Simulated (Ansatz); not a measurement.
Isomers of Pb₃SeBr₄ (singlet), relaxed with PBE-D4/def2-SVP; total energies from Ansatz at PBE0-D4/def2-TZVP.

| isomer | description | energy (Eh) |
| --- | --- | --- |
| A | point group Cs; 8 × Br–Pb 2.83 to 3.13 Å; 3 × Pb–Se 2.81 to 2.85 Å | -13275.77953 |
| B | point group Cs; 7 × Br–Pb 2.67 to 3.17 Å; 3 × Pb–Se 2.80 to 2.94 Å | -13275.77157 |

In the def2 sets Pb takes a core potential; there is no spin–orbit coupling.

The isomers come from a short search, and lower ones may exist.

Task: Work out the relative energies (1 Eh = 2625.5 kJ/mol) and the Boltzmann populations at 800 K from electronic energies alone (R = 8.314 J/mol/K).

Result: ΔE: A 0.0, B 20.9 kJ/mol. RT = 6.65 kJ/mol. Factors exp(−ΔE/RT): A 1, B 0.0432; sum 1.043. Populations: A 95.9 %, B 4.1 %. Zero-point energy, vibrational entropy and symmetry numbers are left out and can shift these; an error of 4 kJ/mol changes a ratio by a factor of 1.8. Over the other density-functional and correlated levels in def2 sets, the gap between A and B ranges from 19 to 20 kJ/mol.
